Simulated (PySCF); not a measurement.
Electron correlation in O+ (oxygen, charge +1)

[He] 2s2 2p3, high-spin 4S determinant. Calculation: PySCF 2.14, in aug-cc-pVQZ-DK (6s5p4d3f2g, 80 functions); the spin-free X2C one-electron Hamiltonian (Gaussian nucleus). Frozen: 1s2; 5 electrons correlated.

```
  level  correlation energy (mhartree)
   CCSD                        -121.01
    (T)                          -1.96
CCSD(T)                        -122.97
```

Diagnostics: T1 = 0.0043, D1 = 0.0106, largest double amplitude 0.029.

Problem. Is a single reference adequate?

Solution. Yes: T1 lies below 0.03 and no double amplitude reaches 0.07.
